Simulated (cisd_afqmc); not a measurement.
Input (AFQMC/CISD/cc-pVTZ; cisd_afqmc is a phaseless AFQMC code with CISD trial states that reads the integrals written by Ansatz):

Ansatz 0.2 input:
```python
import cisd_afqmc

open("ham.yaml", "w").write("""\
crystal:
  periodic: [false, false, false]
  atoms:
    - {symbol: C, position_ang: [-0.00000000, -0.00000000, -0.69355328]}
    - {symbol: F, position_ang: [0.00000000, 0.00000000, 0.46236885]}
basis:
  gaussian:
    orbitals: cc-pVTZ
total_charge: 1
magnetization: {spin_polarized: false}
correlation: {method: ccsd, electrons: outside_noble_gas, hamiltonian_folder: ham}
""")
rep = cisd_afqmc.ansatz("ham.yaml")
e_ccsd = rep["correlation"]["coupled_cluster"]["energy"]["hartree"]
out = cisd_afqmc.run("ham", e_ccsd, trial="CISD", walkers=100, populations=8, threads=8, dt=0.005, steps=40, early=24, settle=10, least=32,
    cut=5e-5, rank_cut=2e-4, target=0.0004, seconds=1500, seed=1, memory=17280, gpu=False)
```

Output:

```
orbitals 58, occupied [5], factors 308 of 372, rank of the doubles 148 of 265
E(HF) = -136.899921
E(CCSD) on the cut factors = -137.261011, shift to the whole factors -0.000003
Energy of the trial state on the determinant = -137.261059
  tau behind 7.2 of longer steps, mean of the populations' last blocks
   2.0  -137.27613
   4.0  -137.27583
   6.0  -137.27354
   8.0  -137.27653
  10.0  -137.27815
  12.0  -137.27764
  14.0  -137.27733
  16.0  -137.27504
  18.0  -137.27414
blocks 762 (0 outliers left out), error by blocks joined: 1: 0.00024, 2: 0.00028, 4: 0.00032, 8: 0.00036, 16: 0.00039
E(AFQMC/CISD) = -137.27626 +/- 0.00039
```
